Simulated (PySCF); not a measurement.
C4H6BFO, SMILES CB1CO/C1=C\F.

Coordinates come from a B3LYP-D3(BJ)/def2-SVP optimisation. The structure was generated by enumeration; whether it is a known compound was not checked.

The numbers are results of TDDFT-PBE/def2-SVPD run with PySCF, not measurements.

Vertical excitations. The molecule is in vacuum.

```
state  energy (eV)  λ (nm)      f          main pairs
-----  -----------  ------  -----  ------------------
S1            3.76     330  0.097      HOMO→LUMO 95 %
S2            4.71     263  0.000    HOMO−1→LUMO 99 %
S3            5.06     245  0.001    HOMO−2→LUMO 99 %
S4            5.20     238  0.010    HOMO→LUMO+1 99 %
S5            5.55     223  0.001    HOMO→LUMO+2 99 %
S6            5.92     210  0.103    HOMO−3→LUMO 92 %
S7            6.17     201  0.000   HOMO→LUMO+3 100 %
S8            6.60     188  0.000    HOMO−4→LUMO 99 %
S9            6.83     181  0.002    HOMO→LUMO+5 99 %
S10           6.96     178  0.006  HOMO−1→LUMO+1 98 %
T1            2.42     512      0      HOMO→LUMO 99 %
T2            4.37     283      0    HOMO−1→LUMO 96 %
T3            4.61     269      0    HOMO−2→LUMO 96 %
T4            5.14     241      0    HOMO→LUMO+1 95 %
```
Triplets are in the Tamm–Dancoff approximation, which puts them higher than full response would, so one can lie above its singlet here.
